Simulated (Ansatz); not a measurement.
Relative stability

The two ends of one reaction step of BN2H8Cl, singlet (PBE0-D4/def2-TZVP).

A:

```
12
angstrom
B -1.4194 -0.4718 -0.4377
Cl -0.4989 -0.3993 -2.0721
H -2.2859 -1.3073 -0.4786
H -1.7880 0.6282 -0.1073
H 0.4527 -0.2325 0.6523
N -0.3171 -0.9376 0.6303
H 1.1733 1.1283 -0.8224
N 1.5248 1.1937 0.1310
H 0.0739 -1.8390 0.3735
H -0.7263 -1.0192 1.5560
H 1.2756 2.1099 0.4834
H 2.5353 1.1465 0.0914
```

B:

B1  (-1.550, -0.993, 0.015)
Cl2  (0.149, 1.616, -2.683)
H3  (-1.344, -1.704, -0.923)
H4  (-2.356, -0.111, -0.012)
H5  (0.872, 0.326, 0.402)
N6  (-0.812, -1.191, 1.180)
H7  (0.771, 1.343, -1.500)
N8  (1.472, 0.986, -0.084)
H9  (-0.177, -1.963, 1.300)
H10  (-0.990, -0.684, 2.032)
H11  (1.584, 1.811, 0.491)
H12  (2.382, 0.563, -0.218)
(Å)

Computed with Ansatz 0.2.0 (basis: def2-TZVPP); correlated methods freeze the cores. B3LYP uses VWN-RPA correlation.

**Question.** Which structure is lower at CCSD(T), and by how much? (An estimate is asked for; the value comes from the calculation.)

**Answer.** Computed: A, by 0.870 eV (electronic energy, against the other). By their contacts, A is a complex of BNH₅Cl ([NH3][BH2][Cl]) + NH₃ and B is a complex of BNH₄ ([BH2][NH2]) + HCl + NH₃.

All methods give the same order:

```csv
method,E(B) − E(A) (eV)
SPW92,1.039
PBE-D4,0.816
BLYP-D4,0.647
r2SCAN-D4,0.837
B97M-V,0.830
PBE0-D4,0.893
B3LYP-D4,0.720
r2SCAN0-D4,0.898
BHLYP-D4,0.795
CAM-B3LYP-D4,0.768
wB97X-V,0.864
wB97M-V,0.859
B2PLYP,0.744
PBE-QIDH,0.946
RPA on PBE,0.825
HF,0.626
MP2,0.907
CCSD,0.846
CCSD(T),0.870
```

The T1 diagnostic stays at or below 0.010.

Labels in which every atom is bracketed show which atoms are joined, not bond orders.

For scale, one of the runs: CCSD(T)/def2-TZVPP, 247 basis functions, launched by `ansatz run in.yaml --threads 4 --pin off --events-out ev --progress --plain --max-ram 9574MiB`. Hardware: 4 CPU threads of an Arm Neoverse V1, shared host. Wall time 2.1 min; peak host memory 5.1 GiB.
